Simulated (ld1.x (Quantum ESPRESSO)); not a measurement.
The numbers below are computed, except where a source is named.
**Hardness and transferability of assorted potentials**

Generated with ld1.x 7.5 (TM, RRKJ, ultrasoft, PAW), atompaw 4.2 or ONCVPSP 4.0.1. The cutoff is in Ry: for ld1.x and atompaw files where the sum of valence levels is converged to 10 mRy in a Bessel basis, for ONCV files where the hardest occupied wave has 1 mHa per electron of residual kinetic energy. The error is the largest all-electron minus pseudo excitation energy over each file’s own four to seven test configurations (ionisations up to +4, promotions, holes and added fractions of an electron), all of which were solved. The labels leave out finer settings (local radius, basis sizes, second energies), which also bear on the numbers. Spin-polarised tests are not counted. The rows are a selection from randomly drawn settings: files with unsolved tests, undetermined cutoffs or missed reference levels are left out.

A true bound ghost makes a file unfit for plane-wave use even where its test errors are small: the radial tests pick states by their node count and pass the ghost by.

| element | potential | cutoff (Ry) | largest error (meV) | bound ghosts |
| --- | --- | --- | --- | --- |
| Ti | RRKJ, LDA (PZ), scalar-relativistic, rc 2.50/2.55/2.20/2.35 (spdf), local s, core correction no, reference 3d2 4s2 4p0 | 35 | +417 | none |
| Sb | TM, PBE, fully relativistic, rc 1.85/2.55/2.15 (spd), local s, core correction yes, reference 5s2 5p3 | 25 | -486 | d3/2, d5/2 |
| Cs | RRKJ, LDA (PZ), fully relativistic, rc 3.25/2.85/3.50 (spd), local s, core correction no, reference 5p6 5d0 6s1 6p0 | 12 | +272 | none |
| Hf | TM, PBEsol, scalar-relativistic, rc 2.95/4.20/3.10 (spd), local s, core correction no, reference 5d2.5 6s1.5 6p0 | 18 | +76 | none |
| Hf | RRKJ, Wu–Cohen, scalar-relativistic, rc 1.65/1.50/1.80 (spd), local s, core correction no, reference 5s2 5p6 5d1 6s0 6p0 | 70 | +2494 | none |

Q: Fill in the row for Se: RRKJ, LDA (PZ), scalar-relativistic, rc 1.30/2.00/2.10 (spd), local s, core correction no, reference 4s2 4p4.

A: cutoff 40 Ry, largest error +290 meV, bound ghosts: none.

Q: Fill in the row for In: TM, PW91, fully relativistic, rc 1.94/2.32 (sp), local s, core correction yes, reference 5s1 5p0.

A: cutoff 10 Ry, largest error -190 meV, bound ghosts: none.
